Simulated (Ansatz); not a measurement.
```yaml
crystal:
  periodic: [false, false, false]
  atoms:
    - {symbol: Pd, position_ang: [-0.941871, 0.690571, 1.072185]}
    - {symbol: Pd, position_ang: [0.459551, 0.854121, -1.254148]}
    - {symbol: Pd, position_ang: [-0.853006, -1.195139, -0.597906]}
    - {symbol: Pd, position_ang: [1.335327, -0.349552, 0.779869]}
basis:
  gaussian: {orbitals: def2-TZVP, initial_orbitals: start.molden}
hamiltonian: {xc: pbe}
correlation: {method: rpa}
scf: {omitted_lower_state_checks: [starts]}
```

The file start.molden holds the orbitals of an earlier run on this structure, at another level or in another basis.

```sh
$ ansatz run in.yaml --threads 4 --pin off --events-out ev --progress --plain --max-ram 3916MiB
```

Output, abridged:

```
Functional definition: PBE
1560 factors; integrals over basis functions are off by at most 1.5e-4 eV
mean field evaluation 1: about -13925.7810 eV, gradient 7.2e0 eV
mean field evaluation 2: about -13926.0072 eV, gradient 3.8e-1 eV
mean field evaluation 4: about -13926.0068 eV, gradient 2.2e-3 eV
mean field evaluation 8: about -13926.0068 eV, gradient 4.2e-6 eV
mean field -13926.00676663 eV, -511.7713092871 hartree, gradient 4.2e-6 eV, S^2 0.000000; 0 other end points of the search recorded, 0 dependent functions left out; unrestricted orbitals would lower it
mean field evaluation 16: about -13826.5921 eV, gradient 1.8e0 eV
reference -13821.29362131 eV, -507.9231721739 hartree; 36, 36 occupied and 124, 124 virtual orbitals, 1560 factors
Error: the energy between an occupied orbital and the lowest state that it is excited into in its spin channel is -0.1847 eV and must be positive: a state without a gap has no random-phase energy
```

(1) Can the result of this run be used?

Results:

(1) No. The run stopped with an error. The reference has no gap: an occupied orbital lies above an empty one, and the correlation energy can't be formed.
